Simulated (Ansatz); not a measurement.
Geometry optimisation, UKS BLYP-D4/def2-SVP in Ansatz 0.2.0.

The input (input.yaml):

```yaml
crystal:
  periodic: [false, false, false]
  atoms:
    - { symbol: Al, position_ang: [-0.7685, 1.1474, 1.057] }
    - { symbol: O, position_ang: [-0.1997, -0.7819, 0.2251] }
    - { symbol: C, position_ang: [0.1791, -2.096, -0.0782] }
    - { symbol: H, position_ang: [-2.2924, 1.3565, 1.2399] }
    - { symbol: H, position_ang: [0.1309, 1.5599, 2.2504] }
    - { symbol: H, position_ang: [-0.0863, 0.2439, -0.5349] }
    - { symbol: As, position_ang: [0.0592, 1.9691, -1.4939] }
    - { symbol: H, position_ang: [-0.3458, -2.4411, -0.9737] }
    - { symbol: H, position_ang: [-0.0851, -2.741, 0.7622] }
    - { symbol: H, position_ang: [1.2589, -2.1514, -0.2459] }
    - { symbol: H, position_ang: [1.3352, 1.2096, -1.8039] }
    - { symbol: H, position_ang: [0.8144, 2.7248, -0.4042] }
magnetization:
  spin_polarized: true
basis:
  gaussian: { orbitals: def2-SVP }
hamiltonian:
  xc: blyp
  dispersion: d4
relax:
  f_tol: 0.15
  max_steps: 25
  restrain:
    - { distance: [0, 6], at: 2.4, k: 30.0 }
    - { distance: [5, 1], at: 0.97, k: 30.0 }
    - { distance: [0, 1], at: 3.17, k: 30.0 }
    - { distance: [5, 6], at: 2.8, k: 30.0 }
output:
  orbitals: {}
```

Command:

```bash
$ ansatz run input.yaml --threads 4 --pin off --max-ram 5120MiB --backend cpu --events-out ev --progress --plain --runs-dir out
```

Q: Where does it end, and by what steps?

A: The run converged. The restraints hold the end off the free minimum. After 20 steps the energy has fallen by 0.870 eV (the restraints' own energy left out); H11 moved furthest, 1.48 Å. Joined: O2–H6 (1.28 → 0.98 Å).

```tsv
step	energy less start (eV)	largest force component (eV/Å)	accepted
0	0.0000	3.713	yes
1	0.3556	7.279	yes
2	0.5987	7.321	yes
3	0.7702	5.190	yes
4	0.1338	3.489	yes
5	-0.3274	1.541	yes
6	-0.5623	0.855	yes
7	-0.6280	0.720	yes
8	-0.6587	0.548	yes
9	-0.6716	0.595	yes
10	-0.6853	0.699	yes
11	-0.6936	0.662	yes
12	-0.6964	0.569	yes
13	-0.7242	0.477	yes
14	-0.7624	0.500	yes
15	-0.7936	0.579	yes
16	-0.8008	0.813	yes
17	-0.8293	0.775	yes
18	-0.8538	0.424	yes
19	-0.8581	0.661	yes
20	-0.8703	0.412	yes
```

```xyz
12
Properties=species:S:1:pos:R:3
Al -0.615 1.548 1.076
O -0.875 -1.219 -0.421
C 0.163 -2.163 -0.126
H -2.103 2.084 1.300
H 0.188 0.828 2.250
H -0.649 -0.768 -1.257
As 0.401 1.824 -1.100
H 0.238 -2.956 -0.904
H -0.094 -2.645 0.835
H 1.163 -1.684 -0.012
H 1.839 1.789 -0.543
H 0.343 3.361 -1.099
```

Time of the run: 78 s on 4 threads of Arm Neoverse N1, on a shared host, peak memory 0.21 GiB.
